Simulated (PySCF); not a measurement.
Isomers of C7H11O2P.

All values: PBE0/pcSseg-1 (PySCF) at GFN2-xTB geometries, gas phase, one conformer each.

Task: Rank by dipole moment, highest first.
A. `[CH3:1][C:2]#[C:3][P:4]1(=[O:5])[CH2:6][CH2:7][O:8][CH2:9][CH2:10]1` with C3–P4–C6–C7 -63°, P4–C6–C7–O8 -58°, C6–C7–O8–C9 70°, C7–O8–C9–C10 -70°
B. `[CH:1]#[C:2][CH2:3][P:4]([CH2:5][CH3:6])[C:7](=[O:8])[O:9][CH3:10]` with C2–C3–P4–C5 -52°, C3–P4–C5–C6 -45°, C3–P4–C7–O8 -17°, P4–C7–O9–C10 177°
C. `[CH:1]#[C:2][P@@:3](=[O:4])([OH:5])[CH:6]1[CH2:7][CH2:8][CH2:9][CH2:10]1` with C2–P3–O5–H -113°, C2–P3–C6–C7 -57°, P3–C6–C7–C8 131°, C6–C7–C8–C9 -33°, C7–C8–C9–C10 42°, C8–C9–C10–C6 -34°
D. `[CH3:1][O:2][C:3]1=[CH:4][P@@:5]([CH3:6])(=[O:7])[CH:8]=[C:9]1[CH3:10]` with C1–O2–C3–C4 -2°
E. `[CH3:1][C:2](=[O:3])[P:4]1[CH2:5][CH2:6][C:7](=[O:8])[CH2:9][CH2:10]1` with C1–C2–P4–C5 72°, C2–P4–C5–C6 67°, P4–C5–C6–C7 68°, C5–C6–C7–O8 146°, C6–C7–C9–C10 -35°
F. `[CH3:1][O:2][CH2:3][P:4]([CH3:5])[c:6]1[cH:7][cH:8][o:9][cH:10]1` with C1–O2–C3–P4 -177°, O2–C3–P4–C5 -53°, C3–P4–C6–C7 -105°

Result: D (5.01 D), A (4.72 D), E (3.37 D), C (2.99 D), B (2.33 D), F (1.88 D).

Task: Rank by the highest Hirshfeld charge on any atom, lowest value first.
A. `[OH:1][CH2:2][CH2:3][CH2:4][PH:5][c:6]1[cH:7][cH:8][cH:9][o:10]1` with H–O1–C2–C3 58°, O1–C2–C3–C4 176°, C2–C3–C4–P5 174°, C3–C4–P5–C6 165°, C4–P5–C6–C7 49°
B. `[CH3:1][O:2][C@H:3]1[CH:4]=[CH:5][P@@:6]([CH3:7])(=[O:8])[CH:9]=[CH:10]1` with C1–O2–C3–C4 79°, O2–C3–C4–C5 164°, C4–C5–P6–C7 85°, C5–P6–C9–C10 26°, O2–C3–C10–C9 -166°
C. `[CH2:1]=[CH:2][C@@H:3]1[CH2:4][P@:5]1(=[O:6])[CH2:7][C:8]([CH3:9])=[O:10]` with C1–C2–C3–C4 13°, C4–P5–C7–C8 85°, P5–C7–C8–C9 161°
D. `[CH3:1][O:2][CH2:3][P:4]([CH3:5])[c:6]1[cH:7][cH:8][o:9][cH:10]1` with C1–O2–C3–P4 -177°, O2–C3–P4–C5 -53°, C3–P4–C6–C7 -105°
E. `[CH:1]#[C:2][CH2:3][P:4]1(=[O:5])[CH2:6][CH2:7][O:8][CH2:9][CH2:10]1` with C2–C3–P4–O5 180°, C3–P4–C6–C7 -165°, P4–C6–C7–O8 63°, C6–C7–O8–C9 -70°, C7–O8–C9–C10 70°
F. `[CH:1]#[C:2][P@@:3](=[O:4])([OH:5])[CH:6]1[CH2:7][CH2:8][CH2:9][CH2:10]1` with C2–P3–O5–H -113°, C2–P3–C6–C7 -57°, P3–C6–C7–C8 131°, C6–C7–C8–C9 -33°, C7–C8–C9–C10 42°, C8–C9–C10–C6 -34°

Result: D (+0.141 e), A (+0.163 e), C (+0.405 e), B (+0.425 e), E (+0.436 e), F (+0.482 e).

Task: Rank by the highest IAO charge on any atom, lowest value first.
A. `[CH:1]#[C:2][CH2:3][P:4]1(=[O:5])[CH2:6][CH2:7][O:8][CH2:9][CH2:10]1` with C2–C3–P4–O5 180°, C3–P4–C6–C7 -165°, P4–C6–C7–O8 63°, C6–C7–O8–C9 -70°, C7–O8–C9–C10 70°
B. `[OH:1][CH2:2][CH2:3][CH2:4][PH:5][c:6]1[cH:7][cH:8][cH:9][o:10]1` with H–O1–C2–C3 58°, O1–C2–C3–C4 176°, C2–C3–C4–P5 174°, C3–C4–P5–C6 165°, C4–P5–C6–C7 49°
C. `[CH3:1][CH2:2][P@@:3]([CH3:4])(=[O:5])[c:6]1[cH:7][cH:8][cH:9][o:10]1` with C1–C2–P3–C4 -72°, C2–P3–C6–C7 -124°
D. `[CH3:1][O:2][CH2:3][P:4]([CH3:5])[c:6]1[cH:7][cH:8][o:9][cH:10]1` with C1–O2–C3–P4 -177°, O2–C3–P4–C5 -53°, C3–P4–C6–C7 -105°
E. `[CH2:1]=[CH:2][C@@H:3]1[CH2:4][P@:5]1(=[O:6])[CH2:7][C:8]([CH3:9])=[O:10]` with C1–C2–C3–C4 13°, C4–P5–C7–C8 85°, P5–C7–C8–C9 161°
F. `[CH:1]#[C:2][P@@:3](=[O:4])([OH:5])[CH:6]1[CH2:7][CH2:8][CH2:9][CH2:10]1` with C2–P3–O5–H -113°, C2–P3–C6–C7 -57°, P3–C6–C7–C8 131°, C6–C7–C8–C9 -33°, C7–C8–C9–C10 42°, C8–C9–C10–C6 -34°

Result: B (+0.374 e), D (+0.510 e), E (+1.490 e), A (+1.523 e), C (+1.542 e), F (+1.718 e).

All values together:

```csv
SMILES,μ (D),HOMO (eV),LUMO (eV),lowest IAO charge (e),highest IAO charge (e),lowest Hirshfeld charge (e),highest Hirshfeld charge (e)
OCCCPc1ccco1,1.29,-6.21,0.00,-0.547 (O),+0.374 (P),-0.233 (O),+0.163 (H)
C#C[P@@](=O)(O)C1CCCC1,2.99,-8.03,-0.36,-0.898 (O),+1.718 (P),-0.396 (O),+0.482 (P)
C#CCP(CC)C(=O)OC,2.33,-6.95,-0.32,-0.459 (O),+0.480 (P),-0.245 (O),+0.157 (C)
C=CP1(=O)CCC(=O)CC1,3.12,-7.29,-0.82,-0.930 (O),+1.517 (P),-0.392 (O),+0.428 (P)
CC(=O)P1CCC(=O)CC1,3.37,-6.89,-1.24,-0.478 (C),+0.414 (P),-0.240 (O),+0.171 (C)
CO[C@H]1C=C[P@@](C)(=O)C=C1,5.27,-7.59,-1.10,-0.924 (O),+1.538 (P),-0.413 (O),+0.425 (P)
COCP(C)c1ccoc1,1.88,-6.21,0.24,-0.611 (C),+0.510 (P),-0.168 (C),+0.141 (P)
COC1=C[P@@](C)(=O)C=C1C,5.01,-6.64,-1.50,-0.908 (O),+1.546 (P),-0.412 (O),+0.416 (P)
CC[P@@](C)(=O)c1ccco1,3.63,-6.97,-0.39,-0.929 (O),+1.542 (P),-0.402 (O),+0.431 (P)
C#CCP1(=O)CCOCC1,2.63,-7.47,0.61,-0.927 (O),+1.523 (P),-0.404 (O),+0.436 (P)
C=C[C@@H]1C[P@]1(=O)CC(C)=O,4.83,-6.59,-0.96,-0.880 (O),+1.490 (P),-0.391 (O),+0.405 (P)
CC#CP1(=O)CCOCC1,4.72,-7.47,-0.07,-0.908 (O),+1.552 (P),-0.404 (O),+0.430 (P)
```

Conformers: `[OH:1][CH2:2][CH2:3][CH2:4][PH:5][c:6]1[cH:7][cH:8][cH:9][o:10]1` with H–O1–C2–C3 58°, O1–C2–C3–C4 176°, C2–C3–C4–P5 174°, C3–C4–P5–C6 165°, C4–P5–C6–C7 49°; `[CH:1]#[C:2][P@@:3](=[O:4])([OH:5])[CH:6]1[CH2:7][CH2:8][CH2:9][CH2:10]1` with C2–P3–O5–H -113°, C2–P3–C6–C7 -57°, P3–C6–C7–C8 131°, C6–C7–C8–C9 -33°, C7–C8–C9–C10 42°, C8–C9–C10–C6 -34°; `[CH:1]#[C:2][CH2:3][P:4]([CH2:5][CH3:6])[C:7](=[O:8])[O:9][CH3:10]` with C2–C3–P4–C5 -52°, C3–P4–C5–C6 -45°, C3–P4–C7–O8 -17°, P4–C7–O9–C10 177°; `[CH2:1]=[CH:2][P:3]1(=[O:4])[CH2:5][CH2:6][C:7](=[O:8])[CH2:9][CH2:10]1` with C1–C2–P3–O4 0°, C2–P3–C5–C6 -170°, P3–C5–C6–C7 63°, C5–C6–C7–O8 113°, C6–C7–C9–C10 66°; `[CH3:1][C:2](=[O:3])[P:4]1[CH2:5][CH2:6][C:7](=[O:8])[CH2:9][CH2:10]1` with C1–C2–P4–C5 72°, C2–P4–C5–C6 67°, P4–C5–C6–C7 68°, C5–C6–C7–O8 146°, C6–C7–C9–C10 -35°; `[CH3:1][O:2][C@H:3]1[CH:4]=[CH:5][P@@:6]([CH3:7])(=[O:8])[CH:9]=[CH:10]1` with C1–O2–C3–C4 79°, O2–C3–C4–C5 164°, C4–C5–P6–C7 85°, C5–P6–C9–C10 26°, O2–C3–C10–C9 -166°; `[CH3:1][O:2][CH2:3][P:4]([CH3:5])[c:6]1[cH:7][cH:8][o:9][cH:10]1` with C1–O2–C3–P4 -177°, O2–C3–P4–C5 -53°, C3–P4–C6–C7 -105°; `[CH3:1][O:2][C:3]1=[CH:4][P@@:5]([CH3:6])(=[O:7])[CH:8]=[C:9]1[CH3:10]` with C1–O2–C3–C4 -2°; `[CH3:1][CH2:2][P@@:3]([CH3:4])(=[O:5])[c:6]1[cH:7][cH:8][cH:9][o:10]1` with C1–C2–P3–C4 -72°, C2–P3–C6–C7 -124°; `[CH:1]#[C:2][CH2:3][P:4]1(=[O:5])[CH2:6][CH2:7][O:8][CH2:9][CH2:10]1` with C2–C3–P4–O5 180°, C3–P4–C6–C7 -165°, P4–C6–C7–O8 63°, C6–C7–O8–C9 -70°, C7–O8–C9–C10 70°; `[CH2:1]=[CH:2][C@@H:3]1[CH2:4][P@:5]1(=[O:6])[CH2:7][C:8]([CH3:9])=[O:10]` with C1–C2–C3–C4 13°, C4–P5–C7–C8 85°, P5–C7–C8–C9 161°; `[CH3:1][C:2]#[C:3][P:4]1(=[O:5])[CH2:6][CH2:7][O:8][CH2:9][CH2:10]1` with C3–P4–C6–C7 -63°, P4–C6–C7–O8 -58°, C6–C7–O8–C9 70°, C7–O8–C9–C10 -70°.
